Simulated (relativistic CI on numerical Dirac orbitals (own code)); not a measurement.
## Hyperfine structure of Pd XIII, mass number 105

Computed by Dirac-Coulomb-Breit CI, KLI orbitals optimised for each configuration, model QED, unscaled Slater integrals (own radial code, finite nucleus).

CI space (outside the closed core [Ar] 3d10): 4s2.4p4, 4s.4p5, 4p6, 4s2.4p3.4d, 4s.4p4.4d, 4s2.4p3.4f, 4s.4p4.4f, 4p5.4d, 4s.4p3.4d2, 4s2.4p3.5s, 4s2.4p3.5p, 4s2.4p2.4d.4f, 4p4.4d2, 4p3.4d3, 4p3.4d2.4f, 4p3.4d2.5s. Double excitations out of closed p, d and f shells are left out; levels of such configurations are missing from the list, as are those of other unlisted configurations, and high levels can miss mixing partners. These lack a partner that the ground configuration has and come out too high: 4s2.4p3.5p.

Nuclear spin I = 5/2, μ = -0.642 μN, Q = 0.66 b (tables of Stone and Pyykkö). The electronic factors are computed for point nuclear moments, without core polarisation or the Bohr-Weisskopf and QED corrections.

```
           Level  E (cm⁻¹)  A (MHz)  B (MHz)
    4s2.4p4 3P_2         0    -1582     4340
    4s2.4p4 3P_1     40720    344.5    -3830
    4s2.4p4 1D_2     60319    -3643   -12100
    4s.4p5 3P°_2    307503    -8548    -7150
    4s.4p5 3P°_1    330103    -3318     3010
    4s.4p5 1P°_1    400115    -9874    -5610
4s2.4p3.4d 5D°_2    430302   -734.4     -231
4s2.4p3.4d 5D°_3    431057   -581.3     1190
```

Levels with J = 0, under 50 % of one LS term, or S terms without an open s electron are left out. Small factors come from cancelling terms and can be off by tens of per cent or more.

At this charge energies of transitions that change n are usually good to better than 1 %, and those within a shell (Δn = 0) to a few per cent.

**Question.** Give the hyperfine levels of 4s2.4p4 3P_2 relative to its centre of gravity.

**Answer.** With K = F(F + 1) − I(I + 1) − J(J + 1), E = AK/2 + B[¾K(K + 1) − I(I + 1)J(J + 1)]/[2I(2I − 1)J(2J − 1)]: F = 1/2: 14110, F = 3/2: 9784, F = 5/2: 3662, F = 7/2: -2633, F = 9/2: -6825 MHz.

LS names give the leading component of a level, which can be under half, so a name can repeat, a term be missing and a line seem to break the LS rules.
